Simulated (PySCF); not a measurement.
Computed IR spectrum (relative IR intensity) of a molecule C2H8BFN2. Geometry optimised at B3LYP-D3(BJ)/def2-SVP. Other conformers were not sampled. Calculation: B3LYP-D3(BJ)/def2-SVP (PySCF). Harmonic, unscaled wavenumbers; measured fundamentals usually lie a few per cent lower.

```json
[
 {"ν (cm⁻¹)": "239", "relative intensity": "2.8"},
 {"ν (cm⁻¹)": "259", "relative intensity": "2.8"},
 {"ν (cm⁻¹)": "276", "relative intensity": "39"},
 {"ν (cm⁻¹)": "639", "relative intensity": "7.4"},
 {"ν (cm⁻¹)": "1027", "relative intensity": "3.3"},
 {"ν (cm⁻¹)": "1230", "relative intensity": "28"},
 {"ν (cm⁻¹)": "1256", "relative intensity": "2.8"},
 {"ν (cm⁻¹)": "1378", "relative intensity": "39"},
 {"ν (cm⁻¹)": "1439", "relative intensity": "6.9"},
 {"ν (cm⁻¹)": "1450", "relative intensity": "31"},
 {"ν (cm⁻¹)": "1469", "relative intensity": "2.7"},
 {"ν (cm⁻¹)": "1473", "relative intensity": "11"},
 {"ν (cm⁻¹)": "1482", "relative intensity": "2.2"},
 {"ν (cm⁻¹)": "1553", "relative intensity": "30"},
 {"ν (cm⁻¹)": "1602", "relative intensity": "100"},
 {"ν (cm⁻¹)": "2969", "relative intensity": "13"},
 {"ν (cm⁻¹)": "2978", "relative intensity": "26"},
 {"ν (cm⁻¹)": "3018", "relative intensity": "25"},
 {"ν (cm⁻¹)": "3123", "relative intensity": "6.6"},
 {"ν (cm⁻¹)": "3628", "relative intensity": "11"},
 {"ν (cm⁻¹)": "3732", "relative intensity": "6.4"}
]
```

Problem. Identify the compound among the candidates.
A. CN(C)B(N)F
B. CNB(N)CF
C. C[C@H](F)B(N)N
D. CNB(F)NC

Solution. A, CN(C)B(N)F
